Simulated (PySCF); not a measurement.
# The second ionisation energy along group 11

Calculated with PySCF 2.14 from differences of total energies of unrestricted determinants, without spin-orbit coupling. Values in eV. The last column holds reference values (NIST; (s) semi-empirical, (t) theoretical, else measured). Unmarked ones compare directly (S terms, centres of terms, or small fine structure); those marked * lie between the lowest fine-structure levels and include a spin-orbit shift.

| element | configurations | UHF | MP2 (valence) | SCS-MP2 (valence) | CCSD(T) (valence) | PBE | PBE0 | reference |
| --- | --- | --- | --- | --- | --- | --- | --- | --- |
| Cu (aug-cc-pVDZ-PP with ECP10MDF, ECP) | [Ar] 3d10 → [Ar] 3d9 | 17.176 | 20.733 | 20.300 | 19.936 | 20.752 | 20.112 | 20.292 * |
| Ag (aug-cc-pVDZ-PP with ECP28MDF, ECP) | [Kr] 4d10 → [Kr] 4d9 | 19.730 | 21.656 | 21.457 | 21.410 | 21.756 | 21.538 | 21.484 * |
| Au (aug-cc-pVDZ-PP with ECP60MDF, ECP) | [Xe] 4f14 5d10 → [Xe] 4f14 5d9 | 18.991 | 20.755 | 20.596 | 20.520 | 20.983 | 20.778 | 20.203 ± 0.025 * |

"Valence" correlates the outer s and p shells and, in groups 3 to 12 and the f block, the outer d or f shell, open or full, or the next shell where the ion has no valence electron left; the wider scheme adds the next inner shell.
